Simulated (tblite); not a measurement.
Species: C5H6B2Cl2O.
SMILES with atom numbers: `[BH2:1][CH2:2][O:3]/[C:4]([C:5]#[CH:6])=[CH:7]/[B:8]([Cl:9])[Cl:10]` (hydrogens: H11, H12 on B1; H13, H14 on C2; H15 on C6; H16 on C7)

Computed with GFN2-xTB (tblite), gas phase: L-BFGS steps from a force-field or distance-geometry start until the largest atomic force falls under 0.01 eV/Å.

Step 14: E = -798.6808 eV
```
atom  x, y, z in Å  |  force x, y, z in eV/Å
B1      2.7056   -1.8424   -0.1180   -0.031   0.037   0.017
C2      1.8029   -0.5441    0.0532   -0.072   0.025   0.029
O3      0.4353   -0.9043   -0.1533   -0.095  -0.046   0.024
C4     -0.5239    0.0305   -0.0505    0.128   0.000   0.023
C5     -0.1931    1.3594    0.3231   -0.155  -0.114  -0.014
C6      0.0577    2.4938    0.6287    0.007   0.083   0.033
C7     -1.8002   -0.3536   -0.3373    0.101   0.067   0.033
B8     -3.0920    0.4422   -0.2648    0.063  -0.029  -0.020
Cl9    -3.2234    2.0611    0.3389    0.025  -0.037  -0.025
Cl10   -4.5377   -0.3323   -0.8101   -0.125   0.014  -0.005
H11     2.4223   -2.7993    0.4894   -0.037   0.052  -0.101
H12     3.6229   -1.8291   -0.8358    0.069   0.027   0.074
H13     1.9174   -0.1803    1.0895    0.052   0.057  -0.074
H14     2.0401    0.2976   -0.6088    0.088  -0.040   0.007
H15     0.2121    3.4981    0.8974    0.075  -0.066  -0.013
H16    -1.8535   -1.3883   -0.6530   -0.094  -0.028   0.011
```

Step 15: E = -798.6844 eV
```
atom  x, y, z in Å  |  force x, y, z in eV/Å
B1      2.7089   -1.8359   -0.1158   -0.066   0.013  -0.015
C2      1.7980   -0.5413    0.0532    0.012  -0.017   0.002
O3      0.4311   -0.9074   -0.1500    0.009  -0.058   0.034
C4     -0.5247    0.0281   -0.0479    0.105  -0.008   0.014
C5     -0.1917    1.3544    0.3261   -0.150  -0.068  -0.010
C6      0.0600    2.4891    0.6287    0.012   0.079   0.035
C7     -1.8001   -0.3534   -0.3371    0.080   0.024   0.023
B8     -3.0896    0.4412   -0.2670    0.000   0.006  -0.005
Cl9    -3.2150    2.0608    0.3376    0.007  -0.041  -0.033
Cl10   -4.5380   -0.3337   -0.8092   -0.106   0.032   0.002
H11     2.4066   -2.7946    0.4815    0.009   0.059  -0.114
H12     3.6326   -1.8240   -0.8305    0.006   0.036   0.140
H13     1.9159   -0.1751    1.0890    0.038   0.061  -0.104
H14     2.0349    0.2962   -0.6150    0.059  -0.035   0.036
H15     0.2172    3.4924    0.8960    0.079  -0.030  -0.002
H16    -1.8535   -1.3879   -0.6510   -0.095  -0.054  -0.003
```

**Question.** Estimate the geometry and energy of step 16. (The exact step hangs on the optimiser's Hessian estimate; all steps are aligned on step 15, rigid shifts and turns removed.)

**Answer.** E = -798.6879 eV, largest force 0.191 eV/Å
```
atom  x, y, z in Å  |  force x, y, z in eV/Å
B1      2.7105   -1.8295   -0.1141   -0.073  -0.007  -0.044
C2      1.7936   -0.5392    0.0529    0.090  -0.048  -0.028
O3      0.4278   -0.9114   -0.1463    0.109  -0.045   0.044
C4     -0.5237    0.0255   -0.0454    0.030  -0.024   0.002
C5     -0.1930    1.3502    0.3290   -0.102   0.012   0.006
C6      0.0620    2.4850    0.6290    0.010   0.026   0.022
C7     -1.7986   -0.3532   -0.3366    0.017  -0.038   0.001
B8     -3.0872    0.4401   -0.2692   -0.054   0.025   0.003
Cl9    -3.2073    2.0598    0.3358   -0.011  -0.036  -0.037
Cl10   -4.5404   -0.3342   -0.8083   -0.060   0.053   0.014
H11     2.3926   -2.7895    0.4722    0.035   0.037  -0.107
H12     3.6415   -1.8186   -0.8228   -0.037   0.047   0.181
H13     1.9154   -0.1690    1.0866    0.025   0.063  -0.103
H14     2.0314    0.2944   -0.6199    0.025  -0.022   0.043
H15     0.2233    3.4868    0.8948    0.077   0.012   0.010
H16    -1.8554   -1.3882   -0.6491   -0.080  -0.055  -0.007
```

The energy changes by -0.0035 eV. The first-order estimate −F·Δx gives -0.0047 eV and the mean of the old and new forces, exact on a quadratic surface, -0.0035 eV. The step makes an angle of 66° with the force vector and moves no atom by more than 0.018 Å.

The cost below is that of the whole relaxation. The run took 0.74 s of wall time on an Arm Neoverse V2 with one thread, shared host.
